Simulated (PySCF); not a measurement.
**Chromium: a sound run and one with changed settings**

Sound run: Cr [Ar] 3d5 4s1, Cr⁺ [Ar] 3d5. Computed with PySCF 2.14 in cc-pVDZ-DK (6s5p3d1f, 43 functions), with the spin-free X2C one-electron Hamiltonian (Gaussian nucleus). In the sound run the correlated levels freeze [Ar]. The sound run starts from symmetry-adapted Hartree-Fock orbitals and uses a fine grid where one is needed.

A second run was set up differently.

```
species  method  sound run (hartree)  changed run (hartree)  converged
     Cr     MP2          -1049.73482            -1049.92992        yes
    Cr⁺     MP2          -1049.49807            -1049.68476        yes
```

Ionisation energy of Cr:

```csv
method,sound run (eV),changed run (eV)
UHF,6.012,6.012
MP2,6.442,6.671
SCS-MP2,6.156,6.385
```

Task: What was changed?
A. a valence shell is frozen
B. level shift left on
C. basis contracted for another Hamiltonian
D. all electrons correlated in a valence basis

Result: D. A valence basis has no tight correlating functions, so it recovers only part of the core correlation, and not evenly between atom and ion.
